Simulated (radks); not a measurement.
Values are calculated unless marked as measured or tabulated.
Task: The table gives one normalised radial function P(r) = r R(r) (large component) of Tl5+ in [Xe] 4f14 5d8 (r in bohr). Code: a radial shooting solver on a logarithmic mesh with Libxc functionals. Model: Dirac Kohn-Sham, LDA (Slater exchange, Perdew-Wang correlation), spin-unpolarised, spherical densities, point nucleus; open shells are shared between the two j in proportion to 2j + 1.

r            P
0.0008225   0.0094
0.001088    0.0123
0.00144     0.0164
0.001905    0.0222
0.002521    0.0302
0.003336    0.0416
0.004413    0.0577
0.005839    0.0803
0.007726    0.1114
0.01022     0.1527
0.01353     0.2041
0.0179      0.2612
0.02368     0.3114
0.03133     0.3304
0.04146     0.2820
0.05485     0.1326
0.07258    -0.1144
0.09603    -0.3718
0.1271     -0.4600
0.1681     -0.2143
0.2224      0.2964
0.2943      0.6669
0.3894      0.4552
0.5152     -0.3012
0.6817     -1.0338
0.902      -1.2146
1.193      -0.8648
1.579      -0.3983
2.089      -0.1141
2.765      -0.0182
3.658      -0.0014

Which n and l does it have? It may be an empty orbital.

Result: n = 5, l = 1: the number of nodes gives n - l - 1 = 3, the rise at small r points to l (for j = l - 1/2 the large component starts as r^gamma with gamma = sqrt(l^2 - (Z/c)^2) = 0.81 and the r^(l+1) term takes over further out; the orbital of l - 1 with the same j starts with the same power, but with a larger coefficient, and does not steepen), and the extent must fit the shell. The curve is that of 5p1/2; the two j differ most near the nucleus, where j = l - 1/2 has the larger amplitude, and in heavy atoms j = l - 1/2 is also the more compact. 5p1/2: eigenvalue -154.53 eV, 3 radial nodes at r = 0.0644, 0.191, 0.467 bohr, <r> = 0.930 bohr, 90 % of the charge inside 1.34 bohr.
